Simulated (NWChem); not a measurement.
# Which level was it?

InPH4O: 7 atoms, total charge 0, spin state singlet. As SMILES, `O[PH][InH2]`. The shape is that of a PBE0-D4/def2-TZVP optimisation. This is one conformer, not always the lowest.

| atom | x (Å) | y (Å) | z (Å) |
| --- | --- | --- | --- |
| O | -1.8445 | 0.1469 | 0.0792 |
| P | -0.6228 | -0.3700 | -0.9355 |
| In | 1.3969 | 0.3659 | 0.3459 |
| H | -2.6343 | 0.3118 | -0.4419 |
| H | -0.4837 | -1.7221 | -0.4922 |
| H | 1.2782 | 1.6232 | 1.5180 |
| H | 2.9101 | -0.3557 | -0.0735 |

Orbital energies are those of the mean-field step.

A calculation with NWChem 7.3.0 gave:

- total energy: -6130.4573 Eh
- dipole moment: 0.58 D
- HOMO energy: -8.73 eV
- LUMO energy: 0.69 eV
- HOMO–LUMO gap: 9.43 eV
- largest force: 2.177 eV/Å

Which of these levels gave the numbers?
A. SVWN5/def2-SVPD (core potential)
B. MP2/def2-SVPD (core potential)
C. HF/3-21G
D. M06-2X/def2-SVPD (core potential)

C. The others give -607.3799 Eh (MP2/def2-SVPD (core potential)), -606.8022 Eh (SVWN5/def2-SVPD (core potential)), -608.8087 Eh (M06-2X/def2-SVPD (core potential)).
